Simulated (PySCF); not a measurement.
Ligands exchanged one at a time, B NH2-H. All species are isolated molecules in the gas phase. Strings in code marks are SMILES.

The four lowest singlet excitations (Tamm–Dancoff). All values below come from B3LYP-D3(BJ)/def2-TZVP run with PySCF. B3LYP has the VWN-RPA correlation part, as in Gaussian. Excitations are Tamm–Dancoff values on a coarser integration grid. The basis has no diffuse functions, so Rydberg states are missing or too high.

```csv
state,energy (eV),wavelength (nm),oscillator strength
S1,5.76,215,0.000
S2,5.77,215,0.000
S3,6.86,181,0.067
S4,6.90,180,0.000
```

Q: Which member gives these states?
A. `NB(N)N`
B. `NBN`
C. `BN`

A: A, `NB(N)N`
